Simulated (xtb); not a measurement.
Input file for xtb: GFN2-xTB on LiO+, 2S+1 = 3, a spin state set in the input, which need not be the lowest, a point of a bond scan (R = 2.138 Å). Charge +1.

```
$ xtb mol.xyz --gfn 2 --sp --chrg 1 --uhf 2
2

Li     0.00000000     0.00000000     0.00000000
O      0.00000000     0.00000000     2.13844100
```

Program output:

```
[...]
           -------------------------------------------------
          |                Calculation Setup                |
           -------------------------------------------------



           -------------------------------------------------
          |                 G F N 2 - x T B                 |
           -------------------------------------------------

        Reference                      10.1021/acs.jctc.8b01176
      * Hamiltonian:
        H0-scaling (s, p, d)           1.850000    2.230000    2.230000
        zeta-weighting                 0.500000
      * Dispersion:
        s8                             2.700000
        a1                             0.520000
        a2                             5.000000
        s9                             5.000000
      * Repulsion:
        kExp                           1.500000    1.000000
        rExp                           1.000000
      * Coulomb:
        alpha                          2.000000
        third order                    shell-resolved
        anisotropic                    true
        a3                             3.000000
        a5                             4.000000
        cn-shift                       1.200000
        cn-exp                         4.000000
        max-rad                        5.000000


          ...................................................
          :                      SETUP                      :
          :.................................................:
          :  # basis functions                   8          :
          :  # atomic orbitals                   8          :
          :  # shells                            4          :
          :  # electrons                         6          :
          :  max. iterations                   250          :
          :  Hamiltonian                  GFN2-xTB          :
          :  restarted?                      false          :
          :  GBSA solvation                  false          :
          :  PC potential                    false          :
          :  electronic temp.          300.0000000     K    :
          :  accuracy                    1.0000000          :
          :  -> integral cutoff          0.2500000E+02      :
          :  -> integral neglect         0.1000000E-07      :
          :  -> SCF convergence          0.1000000E-05 Eh   :
          :  -> wf. convergence          0.1000000E-03 e    :
          :  Broyden damping             0.4000000          :
          :  net charge                          1          :
          :  unpaired electrons                  2          :
          ...................................................

 iter      E             dE          RMSdq      gap      omega  full diag
   1     -3.6186173 -0.361862E+01  0.912E+00    5.55       0.0  T
   2     -3.6205307 -0.191340E-02  0.501E+00    6.71       1.0  T
   3     -3.6209659 -0.435233E-03  0.709E-01    7.85       1.0  T
   4     -3.6209675 -0.164881E-05  0.168E-01    7.81       1.0  T
   5     -3.6209678 -0.236800E-06  0.583E-03    7.77      12.1  T
   6     -3.6209678 -0.158190E-08  0.284E-03    7.78      24.9  T
   7     -3.6209678 -0.238455E-09  0.746E-05    7.78     948.0  T
   8     -3.6209678 -0.832667E-12  0.738E-06    7.78    9575.4  T

   *** convergence criteria satisfied after 8 iterations ***

         #    Occupation            Energy/Eh            Energy/eV
      -------------------------------------------------------------
         1        2.0000           -0.9728429             -26.4724
         2        1.9947           -0.8139539             -22.1488
         3        1.0027           -0.8033640             -21.8606
         4        1.0027           -0.8033640             -21.8606 (HOMO)
         5                         -0.5175569             -14.0834 (LUMO)
         6                         -0.3255086              -8.8575
         7                         -0.3255086              -8.8575
         8                         -0.2162157              -5.8835
      -------------------------------------------------------------
                  HL-Gap            0.2858070 Eh            7.7772 eV
             Fermi-level           -0.7347249 Eh          -19.9929 eV

 transition dipole moment (au) for excitation:           3           4
     X       Y       Z
   0.0000   0.0000  -0.0000  total (au/Debye):    0.000   0.000
 dE (eV)             :    0.000
 oscillator strength :  0.00000E+00

 SCC (total)                   0 d,  0 h,  0 min,  0.002 sec
 SCC setup                      ...        0 min,  0.000 sec (  7.142%)
 Dispersion                     ...        0 min,  0.000 sec (  2.259%)
 classical contributions        ...        0 min,  0.000 sec (  1.379%)
 integral evaluation            ...        0 min,  0.000 sec (  9.508%)
 iterations                     ...        0 min,  0.001 sec ( 57.178%)
 molecular gradient             ...        0 min,  0.000 sec (  9.437%)
 printout                       ...        0 min,  0.000 sec ( 12.381%)

         :::::::::::::::::::::::::::::::::::::::::::::::::::::
         ::                     SUMMARY                     ::
         :::::::::::::::::::::::::::::::::::::::::::::::::::::
         :: total energy              -3.620481722853 Eh    ::
         :: gradient norm              0.000370158375 Eh/a0 ::
         :: HOMO-LUMO gap              7.777205655929 eV    ::
         ::.................................................::
         :: SCC energy                -3.620967785802 Eh    ::
         :: -> isotropic ES            0.157178977213 Eh    ::
         :: -> anisotropic ES         -0.002865050445 Eh    ::
         :: -> anisotropic XC         -0.002309260159 Eh    ::
         :: -> dispersion             -0.000153333247 Eh    ::
         :: repulsion energy           0.000486062949 Eh    ::
         :: add. restraining           0.000000000000 Eh    ::
         :: total charge               1.000000000000 e     ::
         :::::::::::::::::::::::::::::::::::::::::::::::::::::

           -------------------------------------------------
          |                Property Printout                |
           -------------------------------------------------

    * Orbital Energies and Occupations

         #    Occupation            Energy/Eh            Energy/eV
      -------------------------------------------------------------
         1        2.0000           -0.9728429             -26.4724
         2        1.9947           -0.8139539             -22.1488
         3        1.0027           -0.8033640             -21.8606
         4        1.0027           -0.8033640             -21.8606 (HOMO)
         5                         -0.5175569             -14.0834 (LUMO)
         6                         -0.3255086              -8.8575
         7                         -0.3255086              -8.8575
         8                         -0.2162157              -5.8835
      -------------------------------------------------------------
                  HL-Gap            0.2858070 Eh            7.7772 eV
             Fermi-level           -0.7347249 Eh          -19.9929 eV

     #   Z          covCN         q      C6AA      α(0)
     1   3 Li       0.599     0.886    70.327    30.394
     2   8 O        0.599     0.114    13.739     4.962

 Mol. C6AA /au·bohr⁶  :        122.269349
 Mol. C8AA /au·bohr⁸  :       7085.974093
 Mol. α(0) /au        :         35.356233


Wiberg/Mayer (AO) data.
largest (>0.10) Wiberg bond orders for each atom

 ---------------------------------------------------------------------------
     #   Z sym  total        # sym  WBO       # sym  WBO       # sym  WBO
 ---------------------------------------------------------------------------
     1   3 Li   0.219 --     2 O    0.219
Note: The following floating-point exceptions are signalling: IEEE_DENORMAL
normal termination of xtb
     2   8 O    0.219 --     1 Li   0.219
 ---------------------------------------------------------------------------


molecular dipole:
                 x           y           z       tot (Debye)
 q only:        0.000       0.000       0.459
   full:        0.000      -0.000       0.193       0.490
molecular quadrupole (traceless):
                xx          xy          yy          xz          yz          zz
 q only:       -0.927       0.000      -0.927       0.000       0.000       1.855
  q+dip:       -0.910       0.000      -0.910       0.000      -0.000       1.820
   full:       -0.263      -0.000      -0.263      -0.000       0.000       0.527


           -------------------------------------------------
          | TOTAL ENERGY               -3.620481722853 Eh   |
          | GRADIENT NORM               0.000370158375 Eh/α |
          | HOMO-LUMO GAP               7.777205655929 eV   |
           -------------------------------------------------

------------------------------------------------------------------------
------------------------------------------------------------------------
 total:
 SCF:
```

The run finished.

Cost: roughly 0.05 core-seconds.
